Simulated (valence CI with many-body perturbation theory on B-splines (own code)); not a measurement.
Results of a calculation; reference values are marked as such.
# Sensitivity of CI+MBPT for Ce²⁷⁺

Level of theory: valence CI with perturbative core correlation (CI+MBPT): three valence electrons over a frozen Dirac-Fock core [Ar] 3d10, radial functions for each j: 6 s, 6 p, 5 d, 3 f, 1 g, with the one-electron correlation potential Σ1, the two-electron term Σ2, the three-electron term Σ3, Breit, model QED; selected CI, second order for the rest, scaled by the run's own slope (own B-spline code, finite nucleus).

No measured spectrum was set against this ion. As an estimate, large intervals hold to a few tenths of a per cent, small ones and those within an open d or f shell to about a per cent.

The reference run has the lowest level (4s^2 4p1/2) J=1/2 and an ionisation energy of 966.935 eV. Its largest variational space holds 3035 state functions.

Levels are named by their leading jj configuration (3d3/2^4 stands for four electrons in 3d with j = 3/2), which in mixed levels can hold well under half, so a name can repeat and another be missing. Letters in brackets count levels of one name in rising energy.

Changed runs:
A. correlating orbitals by l 3 3 3 2 1 → 4 4 0 0 0; three-electron term on → off
B. averaging of valence orbitals over low configurations on → off
C. orbitals per symmetry with explicit Σ2 and valence Breit (the others get mean screening factors) 5 → 1
D. size limit of the variational space 10000 → 300; second order for the rest on → off (bad on purpose)

Excitation energies of the reference run in cm⁻¹, and shifts in cm⁻¹:

| Level | Reference | A | B | C | D |
| --- | --- | --- | --- | --- | --- |
| (4s^2 4p3/2) J=3/2 | 209674 | +0.8 | +1.2 | +19 | +163 |
| (4s 4p1/2^2) J=1/2 | 470557 | -258 | +3.2 | +11 | -118 |
| (4s 4p1/2 4p3/2) J=3/2 [a] | 621422 | -622 | +6.9 | +32 | -47 |
| (4s 4p1/2 4p3/2) J=5/2 | 663215 | -266 | +5.0 | +26 | +82 |
| (4s 4p1/2 4p3/2) J=3/2 [b] | 728612 | +234 | +2.8 | +16 | +225 |
| (4s 4p1/2 4p3/2) J=1/2 | 757018 | +509 | +0.5 | +0.7 | +59 |
| (4s 4p3/2^2) J=5/2 | 857967 | -265 | +5.8 | +39 | +98 |
| (4s 4p3/2^2) J=1/2 | 967137 | +822 | -0.7 | +29 | +37 |
| (4s 4p3/2^2) J=3/2 | 971013 | +472 | +1.7 | +17 | +346 |
| (4s^2 4d3/2) J=3/2 | 1067880 | +1152 | +0.4 | +15 | +463 |
| (4s^2 4d5/2) J=5/2 | 1104090 | +1086 | +1.1 | +23 | +373 |
| (4p1/2^2 4p3/2) J=3/2 | 1219520 | -11 | +3.7 | +12 | +223 |
| Ionisation energy (eV) | 966.935 | -0.025 | +0.00051 | +0.015 | -0.038 |
